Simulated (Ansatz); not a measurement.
One change: `C[SiH2][SiH2][AsH2]` becomes `C#C[SiH2][SiH2]C`.

Ansatz, PBE0-D4/def2-TZVP geometries, multiplicity 1. Each molecule was computed in one conformer, which needn't be the lowest.

Scalar relativity is left out up to krypton.

| property | `C[SiH2][SiH2][AsH2]` |
| --- | --- |
| LUMO energy (ωB97M-V/def2-TZVPP) / eV | 1.44 |
| size of the dipole moment (PBE/def2-TZVPP) / D | 0.59 |
| LUMO energy (PBE/def2-TZVPP) / eV | -1.02 |
| LUMO energy (B3LYP/def2-TZVPP) / eV | -0.41 |
| HOMO energy (ωB97M-V/def2-TZVPP) / eV | -9.42 |
| size of the dipole moment (ωB97M-V/def2-TZVPP) / D | 0.56 |

Task: What does the change do to each property? (Estimate.)

Result: Ansatz gave: 
```tsv
property	`C#C[SiH2][SiH2]C`	shift
LUMO energy (ωB97M-V/def2-TZVPP) / eV	1.59	0.15
size of the dipole moment (PBE/def2-TZVPP) / D	1.13	0.54
LUMO energy (PBE/def2-TZVPP) / eV	-1.13	-0.11
LUMO energy (B3LYP/def2-TZVPP) / eV	-0.42	-0.01
HOMO energy (ωB97M-V/def2-TZVPP) / eV	-9.70	-0.28
size of the dipole moment (ωB97M-V/def2-TZVPP) / D	1.10	0.54
```

Dipoles are sizes alone; their direction can turn.

B3LYP here is the variant with VWN-RPA as its local correlation; programs differ in this.
